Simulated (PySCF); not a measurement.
## Spin states of LiTl⁺

Unrestricted PBE0; basis Li def2-SVP, Tl def2-SVP with ECP60; scalar-relativistic core potentials; PySCF 2.14. Outer shells of the fragments: Li+ closed shells only; Tl 5d10 6s2 6p1.

Followed along the bond (rough minima from three points):

| 2Ms+1 | unpaired | ⟨S²⟩ at the start | R at minimum (Å) | Te (eV) |
| --- | --- | --- | --- | --- |
| 2 | σ ↑ | 0.75 | 3.32 | 0.00 |
| 2 | π ↑ | 0.75 | 2.92 | 1.25 |
| 4 | σ ↑↑, π ↑ | 3.75 | 3.25 | 6.35 |

Solutions found at the starting distance of 2.815 Å, counted from the lowest of them; the search is not exhaustive and high or unbound solutions are not listed, so other states can lie among these:

```tsv
2Ms+1	unpaired	term	E (eV)	⟨S²⟩	⟨Lz²⟩	μ (D)
2	σ ↑	²Σ⁺	0.00	0.75	0.00	-8.29
2	π ↑	²Π	1.12	0.75	1.00	-8.90
4	σ ↑↑, π ↑	⁴Π	6.33	3.75	1.01	-8.63
4	σ ↑, π ↑↑	⁴Σ⁻	7.44	3.75	0.00	-9.17
4	σ ↑↑↑	⁴Σ⁺	9.51	3.75	0.00	2.10
```

A term symbol is given only where ⟨S²⟩ and ⟨Lz²⟩ are close to those of a pure state; real π, δ and φ orbitals otherwise mix terms. A positive dipole points towards Tl; it is taken about the centre of mass and depends on that origin.

Problem. Compare the gap between the two lowest followed solutions at the starting distance with the gap between their minima.

Solution. At PBE0 the second solution (doublet, unpaired electrons π ↑) lies +1.12 eV from the first (doublet, unpaired electrons σ ↑) at 2.815 Å and +1.25 eV at the minima; the two curves relax by different amounts, since their minima lie near 2.92 and 3.32 Å.

Spin–orbit coupling is left out, which matters for elements this heavy, above all for dissociation energies. Counting both spins, an empty level lies below a filled one in some of these solutions, because spin and occupation are held.
